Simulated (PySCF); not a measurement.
Correlation energy of V⁺ (vanadium, charge +1)

[Ar] 3d3 4p1, one real determinant (an excited configuration). Calculation: PySCF 2.14, in def2-TZVPPD (6s6p4d2f1g, 67 functions); no relativity, point nucleus. Frozen: [Ar]; 4 electrons correlated.

MP2 pair energies summed by pair of shells (mhartree):

```
 pair  energy  share (%)
3d-3d  -17.81       73.9
3d-4p   -6.27       26.1
```

Total MP2 correlation energy: -24.08 mhartree.

Same-spin part -24.08 and opposite-spin part 0.00 mhartree; SCS-MP2 scales them by 1/3 and 6/5 to -8.03 mhartree.

The reference is one real determinant that mixes LS terms of this configuration.
